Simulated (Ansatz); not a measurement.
Diatomic GeSe, closed-shell singlet (the spin of the measured ground state). No spin–orbit coupling. Ge is treated without relativity. Se is treated without relativity.

```
level                                bond energy D_e (eV)
-----------------------------------  --------------------
SVWN5/def2-TZVPP                                    6.367
PBE/def2-TZVPP                                      5.465
r2SCAN/def2-TZVPP                                   5.301
B97M-V/def2-TZVPP                                   5.256
B3LYP/def2-TZVPP                                    5.129
PBE0/def2-TZVPP                                     5.125
BHLYP/def2-TZVPP                                    4.723
CAM-B3LYP/def2-TZVPP                                4.964
wB97X-V/def2-TZVPP                                  5.161
wB97M-V/def2-TZVPP                                  5.019
B2PLYP/def2-TZVPP                                   5.201
CCSD/def2-TZVPP                                     4.748
CCSD/def2-QZVPP                                     4.876
CCSD(T)/def2-TZVPP                                  5.061
CCSD(T)/def2-QZVPP                                  5.225
CCSD(T)/CBS(def2-TZVPP, def2-QZVPP)                 5.360
```

The rows run from 4.723 (BHLYP/def2-TZVPP) to 6.367 eV (SVWN5/def2-TZVPP). From def2-TZVPP to def2-QZVPP CCSD(T) changes by 0.164. The 11 functionals in def2-TZVPP without D3 or D4 span 1.645, from BHLYP to SVWN5.

D_e counts from the fitted minimum to each atom's lowest state at the same level, without counterpoise. The singlet is restricted.

Correlated levels freeze the inner cores; with def2 sets outer-core shells near the valence are correlated too. CBS(a, b) extrapolates the correlation energy as X⁻³ and adds the Hartree–Fock energy of set b.

Run with Ansatz (a first-principles code). Each number belongs to the level named beside it.
